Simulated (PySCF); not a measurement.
**GeTe⁻: from constants to spectrum**

ωB97X constants of GeTe⁻, ²Π (doublet), unpaired electrons π ↑ (PySCF, scalar-relativistic core potentials, basis sets Ge def2-TZVPPD, Te def2-TZVPPD with ECP28; masses 73.9212 and 129.9062 u):

- ωe: 281.0 cm⁻¹
- ωexe: 0.515 cm⁻¹
- Be: 0.059983 cm⁻¹
- αe: 0.000161 cm⁻¹
- De to Ge + Te⁻: 3.34 eV

Question: What force constant and bond length do these constants imply?

Answer: Reduced mass μred = 47.113 u; k = 5.8918×10⁻⁷·μred·ωe² (u, cm⁻¹, mdyn/Å) = 2.19 mdyn/Å; Re = √(16.8576/(μred·Be)) (u, cm⁻¹, Å) = 2.442 Å.

Question: Estimate the centrifugal constant D from the Kratzer relation and find the Dunham coefficient a1.

Answer: D = 4Be³/ωe² = 1.09e-08 cm⁻¹; a1 = −1 − αeωe/(6Be²) = -3.10.

These are scalar-relativistic numbers at best; spin–orbit coupling would shift them, the dissociation energy most. For an ion De counts to the pair picked by the measured ionisation energies or electron affinities, which need not be the lowest pair at this level. The state was picked by a PBE0 search and need not be the measured ground state.
